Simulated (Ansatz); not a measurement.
Reaction (redistribution): `N[SiH](F)P` + `O[SiH2]O[SiH2]F` → `O[SiH2]OP` + `N[SiH](F)[SiH2]F`

Program: Ansatz. Geometries: PBE0-D4/def2-TZVP. ΔE: electronic, gas phase. CCSD(T)/CBS is the MP2 limit (def2-TZVPP, def2-QZVPP) plus CCSD(T) − MP2 in def2-TZVPP, frozen cores. DFT in def2-TZVPP. One conformer a species, not always the lowest.

| level | ΔE (kJ/mol) |
| --- | --- |
| PBE | 169.5 |
| CCSD/CBS(def2) | 187.7 |

Task: What does CCSD(T)/CBS give? (Best estimate.)

Result: Ansatz gave: +187.2 kJ/mol. The listed levels differ from it by -17.7, 0.5 kJ/mol.

Largest T1 diagnostic among the species: 0.013.

From PBE to PBE0 (25 % exact exchange), in def2-TZVPP and without D4, ΔE moves by +8.6 kJ/mol.
